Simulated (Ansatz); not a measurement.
`CC(C)[SiH2]O` → `CC(C)(O)[SiH3]`  (isomerisation)

Calculated with Ansatz (gas phase, PBE0-D4/def2-TZVP geometries, no zero-point term in ΔE). CCSD(T)/CBS is the MP2 limit (def2-TZVPP, def2-QZVPP) plus CCSD(T) − MP2 in def2-TZVPP, frozen cores. Functionals use def2-TZVPP. HSE06 is defined as in plane-wave codes. Each species was taken in one conformer, which may not be the lowest.

| level | ΔE (kJ/mol) |
| --- | --- |
| revPBE-D4 | 156.4 |
| HSE06-D4 | 164.8 |
| r2SCAN0 | 172.2 |
| RPA@PBE/def2-TZVPP | 161.3 |

(1) What does CCSD(T)/CBS give? (Estimate.)

Largest T1 diagnostic among the species: 0.010.

Results:

(1) The calculation gave: +171.1 kJ/mol. The listed levels differ from it by -14.7, -6.3, 1.1, -9.8 kJ/mol.

From r2SCAN to r2SCAN0 (25 % exact exchange), in def2-TZVPP and without D4, ΔE moves by +3.7 kJ/mol. At CCSD(T), def2-SVP lies −28.1 kJ/mol from the extrapolated value and def2-TZVPP −2.6 kJ/mol. Leaving LDA and LC-ωPBE aside and taking each functional with its dispersion term where it has one, the values, not all of them listed here, spread over 17.4 kJ/mol, from revPBE-D4 to BHLYP-D4. LDA lies −6.3 kJ/mol from PBE without D4.

CCSD(T)/CBS has its own doubt, a few kJ/mol and more with outer-core shells, so smaller differences from it don't rank the levels.
